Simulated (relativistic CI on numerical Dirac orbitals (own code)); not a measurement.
## Calculated levels, Cu25+

Computed by Dirac-Coulomb-Breit CI, orbitals from a KLI potential per configuration, model QED (radiative potential, 1s self-energy scaled to tabulated hydrogen-like ionisation energies), unscaled Slater integrals (own radial code, finite nucleus).

Configurations in the expansion (outside the closed core 1s2): 2s2, 2s 2p, 2p2, 2p 3s, 2p 3p, 2s 3s, 2s 3p, 2s 3d, 2s 4s, 2s 4p, 2s 4d, 2s 4f, 2s 5s, 2s 5p, 3s2, 2s 5d, 2s 5f, 2s 5g, 3s 3p, 3p2. Levels of other configurations are missing.

| No. | Configuration | Term | J | E (Ry) | % | Next component (%) | jj configuration (%) |
| --- | --- | --- | --- | --- | --- | --- | --- |
| 1 | 2s2 | 1S | 0 | 0.000 | 96 | 4 2p2 1S | closed (96) |
| 2 | 2s 2p | 3P° | 0 | 3.601 | 100 |  | 2s 2p1/2 (100) |
| 3 | 2s 2p | 3P° | 1 | 4.013 | 96 | 4 1P° | 2s 2p1/2 (84) |
| 4 | 2s 2p | 3P° | 2 | 5.412 | 100 |  | 2s 2p3/2 (100) |
| 5 | 2s 2p | 1P° | 1 | 8.317 | 96 | 4 3P° | 2s 2p3/2 (84) |
| 6 | 2p2 | 3P | 0 | 10.030 | 90 | 9 1S | 2p1/2^2 (90) |
| 7 | 2p2 | 3P | 1 | 11.176 | 100 |  | 2p1/2 2p3/2 (100) |
| 8 | 2p2 | 3P | 2 | 11.707 | 64 | 36 1D | 2p1/2 2p3/2 (91) |
| 9 | 2p2 | 1D | 2 | 13.503 | 64 | 36 3P | 2p3/2^2 (91) |
| 10 | 2p2 | 1S | 0 | 15.738 | 87 | 10 3P | 2p3/2^2 (89) |
| 11 | 2s 3s | 3S | 1 | 103.009 | 98 | 2 2p 3p 3S | 2s 3s (98) |
| 12 | 2s 3s | 1S | 0 | 103.725 | 97 | 3 2p 3p 1S | 2s 3s (97) |
| 13 | 2s 3p | 3P° | 0 | 104.787 | 99 | 1 2p 3s 3P° | 2s 3p1/2 (99) |
| 14 | 2s 3p | 3P° | 1 | 104.799 | 67 | 31 1P° | 2s 3p1/2 (98) |
| 15 | 2s 3p | 1P° | 1 | 105.272 | 60 | 33 3P° | 2s 3p3/2 (93) |
| 16 | 2s 3p | 3P° | 2 | 105.315 | 100 |  | 2s 3p3/2 (100) |
| 17 | 2s 3d | 3D | 1 | 106.171 | 98 | 2 2p 3p 3D | 2s 3d3/2 (98) |
| 18 | 2s 3d | 3D | 2 | 106.235 | 98 | 1 2p 3p 3D | 2s 3d3/2 (68) |
| 19 | 2s 3d | 3D | 3 | 106.348 | 99 | 1 2p 3p 3D | 2s 3d5/2 (99) |
| 20 | 2s 3d | 1D | 2 | 106.999 | 97 | 2 2p 3p 1D | 2s 3d5/2 (68) |
| 21 | 2p 3s | 3P° | 0 | 107.576 | 99 | 1 2s 3p 3P° | 2p1/2 3s (99) |
| 22 | 2p 3s | 3P° | 1 | 107.785 | 78 | 17 1P° | 2p1/2 3s (92) |
| 23 | 2p 3p | 3D | 1 | 108.707 | 69 | 26 1P | 2p1/2 3p1/2 (98) |
| 24 | 2p 3s | 3P° | 2 | 109.439 | 100 |  | 2p3/2 3s (100) |
| 25 | 2p 3p | 3P | 1 | 109.587 | 32 | 29 3S | 2p1/2 3p3/2 (95) |
| 26 | 2p 3p | 3D | 2 | 109.589 | 77 | 12 1D | 2p1/2 3p3/2 (89) |
| 27 | 2p 3p | 3P | 0 | 109.680 | 85 | 14 1S | 2p1/2 3p1/2 (94) |
| 28 | 2p 3s | 1P° | 1 | 109.867 | 75 | 21 3P° | 2p3/2 3s (94) |
| 29 | 2p 3p | 3P | 1 | 110.938 | 54 | 33 1P | 2p3/2 3p1/2 (69) |
| 30 | 2p 3p | 3D | 3 | 111.124 | 99 | 1 2s 3d 3D | 2p3/2 3p3/2 (99) |
| 31 | 2p 3p | 3P | 2 | 111.162 | 52 | 27 1D | 2p3/2 3p1/2 (84) |
| 32 | 2p 3p | 3S | 1 | 111.245 | 66 | 18 1P | 2p3/2 3p3/2 (71) |
| 33 | 2p 3p | 1D | 2 | 111.967 | 60 | 39 3P | 2p3/2 3p3/2 (91) |
| 34 | 2p 3p | 1S | 0 | 112.781 | 83 | 15 3P | 2p3/2 3p3/2 (94) |
| 35 | 2s 4s | 3S | 1 | 138.368 | 100 |  | 2s 4s (100) |
| 36 | 2s 4s | 1S | 0 | 138.644 | 100 |  | 2s 4s (100) |
| 37 | 2s 4p | 3P° | 0 | 139.034 | 100 |  | 2s 4p1/2 (100) |
| 38 | 2s 4p | 3P° | 1 | 139.058 | 82 | 18 1P° | 2s 4p1/2 (97) |
| 39 | 2s 4p | 3P° | 2 | 139.252 | 100 |  | 2s 4p3/2 (100) |
| 40 | 2s 4p | 1P° | 1 | 139.331 | 82 | 18 3P° | 2s 4p3/2 (97) |
| 41 | 2s 4d | 3D | 1 | 139.626 | 100 |  | 2s 4d3/2 (100) |
| 42 | 2s 4d | 3D | 2 | 139.646 | 98 | 2 1D | 2s 4d3/2 (73) |
| 43 | 2s 4d | 3D | 3 | 139.690 | 100 |  | 2s 4d5/2 (100) |
| 44 | 2s 4d | 1D | 2 | 139.900 | 98 | 2 3D | 2s 4d5/2 (73) |
| 45 | 2s 4f | 3F° | 2 | 139.925 | 100 |  | 2s 4f5/2 (100) |

Energies count from the lowest computed level; ° marks odd parity. Filled j subshells are mostly left out of the jj labels.

The mean weight of the leading LS term, summed over parents, in these 45 levels is 87 %, and that of the leading jj configuration (from the same eigenvectors) 92 %.

At this charge energies of transitions that change n are usually good to better than 1 %, and those within a shell (Δn = 0) to a few per cent.

LS names give the leading component of a level, which can be under half, so a name can repeat, a term be missing and a line seem to break the LS rules.
